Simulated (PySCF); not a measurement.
Gas-phase reaction: 2 GeH3Cl + GeF4 ⇌ 2 GeH3 + 2 F2 + GeCl2

Energies from PySCF, thermal terms from the rigid-rotor harmonic-oscillator model, ideal gas at 1 bar. † marks an energy on the PBE0/def2-TZVP geometry and frequencies; other levels use their own. MP2 and CCSD(T) freeze the core. 6-31G* has spherical d functions here. Open shells (unrestricted): GeH3 (multiplicity 2); the rest are closed-shell singlets. B3LYP is the form with VWN-RPA correlation. Ge: all electrons, no relativistic terms. GeH3: computed as isolated molecules; such fragments, hydroxides, amides, oligomers or adducts are transient or little studied in the gas. MP2 isn't extrapolated to the basis-set limit; its ΔH°(298 K) is 1658.0 kJ in def2-SVP and 1704.5 kJ in def2-TZVPP. CCSD(T) isn't extrapolated to the basis-set limit; its ΔH°(298 K) is 1566.8 kJ in def2-SVP and 1623.5 kJ in def2-TZVPP. The harmonic model lacks anharmonicity and excited electronic states, which grow with temperature; levels with a mode under 35 cm⁻¹ are left out.

| level | ΔE electronic, kJ | ΔH°(298 K), kJ | ΔS°(298 K), J/K | ΔG°(600 K), kJ |
|---|---|---|---|---|
| B3LYP/6-31G* | 1504 | 1484 | 328 | 1287 |
| BLYP/def2-TZVP† | 1472 | 1453 | 328 | 1256 |
| CCSD(T)/def2-SVP† | 1587 | 1567 | 328 | 1370 |
| CCSD(T)/def2-TZVPP† | 1643 | 1623 | 328 | 1427 |
| HF/6-31G* | 1618 | 1596 | 331 | 1398 |
| MP2/def2-TZVPP† | 1724 | 1704 | 328 | 1508 |
| PBE/def2-TZVP† | 1507 | 1487 | 328 | 1291 |
| PBE0/def2-TZVP | 1588 | 1568 | 328 | 1372 |
| LDA/def2-TZVP† | 1620 | 1600 | 328 | 1404 |
| ωB97M-V/def2-TZVP† | 1609 | 1589 | 328 | 1393 |
ΔH° is lowest at BLYP/def2-TZVP† and highest at MP2/def2-TZVPP†. No reference value is set beside these.
